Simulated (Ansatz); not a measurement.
Species, as SMILES: Cl[C]Cl (closed-shell singlet).
Atoms: Cl1, C2, Cl3. Bonds: Cl1-C2, C2-Cl3.

Basis-set convergence of the highest harmonic wavenumber at HF with Ansatz (a quantum-chemistry and plane-wave program). Each level at its own minimum, finite differences of forces, unscaled; the reference is a large set that could be run, not a limit. Cartesian d functions, on some or all atoms, in 6-31G**, 6-31+G*, 6-311G**, 6-311+G**; all else is spherical. The program fits the integrals of some runs and decomposes those of others, by size. A restricted Hartree-Fock determinant is unstable towards unrestricted orbitals. No added dispersion term, no relativity. Reference: the value in aug-pcseg-2, 845 cm⁻¹, itself unsure by roughly 1 cm⁻¹ (its mean distance from aug-cc-pV(T+d)Z, def2-TZVPPD). Deviations are taken from unrounded values.

| basis | functions | highest harmonic wavenumber (cm⁻¹) | minus reference (cm⁻¹) |
|---|---|---|---|
| STO-3G | 23 | 953 | 109 |
| 6-31G | 35 | 688 | -157 |
| def2-SVP | 50 | 863 | 18 |
| pcseg-1 | 50 | 832 | -13 |
| 6-31G** | 53 | 845 | 1 |
| 6-31+G* | 65 | 850 | 5 |
| 6-311G** | 72 | 835 | -9 |
| def2-SVPD | 74 | 851 | 7 |
| aug-pcseg-1 | 77 | 830 | -14 |
| 6-311+G** | 84 | 846 | 1 |
| aug-cc-pV(D+d)Z | 87 | 844 | 0 |
| 6-311++G(2d,2p) | 97 | 831 | -13 |
| pcseg-2 | 98 | 847 | 2 |
| def2-TZVPD | 129 | 847 | 2 |
| 6-311++G(3df,3pd) | 133 | 853 | 8 |
| def2-TZVPPD | 139 | 847 | 2 |
| aug-pcseg-2 | 146 | 845 | 0 |
| cc-pCVTZ | 161 | 843 | -1 |
